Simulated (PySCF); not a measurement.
GeF3I, SMILES [F][Ge]([F])([F])[I].

Geometry optimised at B3LYP-D3(BJ)/def2-SVP. The def2 effective core potentials stand for the cores of I; spin–orbit coupling is left out.

Two levels are set side by side: PBE/def2-TZVP (PySCF) and r2SCAN/def2-TZVP (PySCF). Same geometry, gas phase. Differences are taken from unrounded values.

| quantity | r2SCAN |
|---|---|
| orbital gap (eV) | 4.76 |
| highest occupied level (eV) | -8.05 |
| lowest empty level (eV) | -3.30 |
| dipole moment (D) | 2.45 |
| mean polarisability (bohr³) | 55.0 |

Problem. What does PBE give, and how far is it from r2SCAN? (Estimate from the structure and the level; the computed values follow.)

Solution. 
```tsv
quantity	PBE	PBE minus r2SCAN
orbital gap (eV)	4.19	-0.56
highest occupied level (eV)	-7.71	0.34
lowest empty level (eV)	-3.52	-0.22
dipole moment (D)	2.41	-0.04
mean polarisability (bohr³)	57.0	2.0
```

Rough cost on one machine, each run with all the roots and properties that it gave: r2SCAN against PBE about 5 times.
